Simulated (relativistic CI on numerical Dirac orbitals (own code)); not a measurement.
**Crystal-field levels of Zn⁴⁺, 3d8**

Calculated by Dirac-Coulomb-Breit CI, KLI orbitals optimised for each configuration, a model potential for QED, valence Slater integrals scaled by 0.75, one configuration in a parametric crystal field (own radial code).

Field parameters in Wybourne normalisation: Oh B⁴₀ = 21Dq, B⁴₄ = √(5/14) B⁴₀. The field is a parameter set, without covalency.

S is read from ⟨S²⟩ = S(S + 1).

Site symmetry Oh; labels are those of the double group. Computed levels in cm⁻¹ above the lowest, in rising order:

| Δ (size of 10Dq) | Lowest | No. 2 | No. 3 | No. 4 | No. 5 | No. 6 | No. 7 | No. 8 |
| --- | --- | --- | --- | --- | --- | --- | --- | --- |
| 5000 | T2 | 4469 E | 4841 T1 | 5931 T2 | 6130 A2 | 7486 A1 | 8767 T1 | 10348 T2 |
| 9000 | T2 | 8434 E | 8801 T1 | 9647 T2 | 9928 A2 | 13905 A1 | 14999 T1 | 15877 E |
| 13000 | T2 | 12359 E | 12775 T1 | 13527 T2 | 13839 A2 | 18344 E | 19983 A1 | 20977 T1 |
| 17000 | T2 | 16040 E | 16758 T1 | 17463 T2 | 17788 A2 | 19115 E | 25560 A1 | 26540 T1 |
| 21000 | T2 | 18134 E | 20746 T1 | 21199 E | 21423 T2 | 21756 A2 | 30340 A1 | 31705 T1 |
| 25000 | T2 | 18571 E | 24737 T1 | 24863 E | 25396 T2 | 25733 A2 | 32865 A1 | 36555 T1 |
| 29000 | T2 | 18726 E | 28730 T1 | 28775 E | 29377 T2 | 29716 A2 | 33742 A1 | 41176 T1 |
| 33000 | T2 | 18812 E | 32725 T1 | 32736 E | 33362 T2 | 33703 A2 | 34276 A1 | 45640 T1 |
| 37000 | T2 | 18868 E | 34680 A1 | 36716 E | 36720 T1 | 37351 T2 | 37692 A2 | 49992 T1 |
| 41000 | T2 | 18909 E | 35006 A1 | 40703 E | 40716 T1 | 41342 T2 | 41684 A2 | 54230 T2 |

Ground-state S against |10Dq| in cm⁻¹: 5000: 1.00, 9000: 1.00, 13000: 1.00, 17000: 1.00, 21000: 1.00, 25000: 1.00, 29000: 1.00, 33000: 1.00, 37000: 1.00, 41000: 1.00.

No abrupt spin change occurs in this range.
